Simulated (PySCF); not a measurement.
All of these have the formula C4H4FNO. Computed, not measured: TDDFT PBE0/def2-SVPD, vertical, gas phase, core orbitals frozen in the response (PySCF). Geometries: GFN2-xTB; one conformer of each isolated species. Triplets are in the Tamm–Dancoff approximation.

A. `FCc1cnoc1`
B. `NC(=O)C#CCF`
C. `CO/C=C(\F)C#N`

Lowest singlet levels (six at most, fewer where fewer were computed) with oscillator strengths:

1. 234 nm (f 0.002); 208 nm (f 0.433); 185 nm (f 0.008); 171 nm (f 0.000); 166 nm (f 0.003); 161 nm (f 0.002); T1 3.63 eV
2. 249 nm (f 0.000); 207 nm (f 0.026); 205 nm (f 0.000); 198 nm (f 0.002); 193 nm (f 0.117); 181 nm (f 0.003); T1 4.52 eV
3. 198 nm (f 0.005); 188 nm (f 0.097); 177 nm (f 0.005); 162 nm (f 0.062); 161 nm (f 0.001); 155 nm (f 0.026); T1 4.29 eV

Question: Which spectrum belongs to which structure?

Answer: 1 = C, 2 = B, 3 = A.
- A: S1 at 6.26 eV, HOMO-1→LUMO (96%); Löwdin shares by element: HOMO carbon 53% or more, nitrogen 25%, oxygen 8%; LUMO carbon 40% or more, oxygen 18%, nitrogen 18% (atoms not listed hold the other 23%); HOMO -8.12 and LUMO -0.87 eV.
- B: S1 at 4.98 eV, HOMO→LUMO (98%); Löwdin shares by element: HOMO oxygen 66%, carbon 27% or more; LUMO carbon 59% or more, oxygen 18% (atoms not listed hold the other 23%); HOMO -8.03 and LUMO -1.08 eV; point group Cs, 2 of its 6 listed states under f = 0.0005.
- C: S1 at 5.29 eV, HOMO→LUMO+1 (97%); Löwdin shares by element: HOMO carbon 42% or more, oxygen 20%, nitrogen 14% (atoms not listed hold the other 23%); LUMO carbon 61% or more, nitrogen 17% (atoms not listed hold the other 23%); HOMO -7.48 and LUMO -1.15 eV; point group Cs, 1 of its 6 listed states under f = 0.0005.
